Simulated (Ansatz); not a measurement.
```yaml
crystal:
  periodic: [false, false, false]
  atoms:
    - {symbol: N, position_ang: [-0.871836, 0.483656, -1.088325]}
    - {symbol: Si, position_ang: [0.614318, 0.266901, -0.291969]}
    - {symbol: C, position_ang: [0.234987, -0.593079, 1.339954]}
    - {symbol: S, position_ang: [-1.228254, -1.134231, 1.746251]}
    - {symbol: H, position_ang: [-1.674181, -0.004346, -0.718002]}
    - {symbol: H, position_ang: [-0.961472, 0.713868, -2.061721]}
    - {symbol: H, position_ang: [1.608104, -0.587334, -1.008637]}
    - {symbol: H, position_ang: [1.308776, 1.547640, 0.019375]}
    - {symbol: H, position_ang: [1.058059, -0.739376, 2.045974]}
basis:
  gaussian: {orbitals: def2-TZVP}
hamiltonian: {xc: {name: RPBE}, dispersion: d3bjatm}
accuracy: high
multiplicity: 3
```

```sh
$ ansatz run in.yaml --threads 2 --pin off --events-out ev --progress --plain --max-ram 4352MiB
```

Output, abridged:

```
Error: YAML parse error: error: line 17 column 1: unknown field `multiplicity`, expected one of crystal, accuracy, basis, kpoints, hamiltonian, magnetization, projection, total_charge, correlation, batch, efield, external_charges, scf, relax, neb, saddle, md, ramp, phonons, dielectric, real_time, elastic, magnetic_configurations, gw, evaluate, workflow, output, checkpoint, execution
15 | hamiltonian: {xc: {name: RPBE}, dispersion: d3bjatm}
16 | accuracy: high
17 | multiplicity: 3
```

(1) Something in this input is off. What?

Results:

(1) The input holds a key that doesn't belong there. The program refused the input.
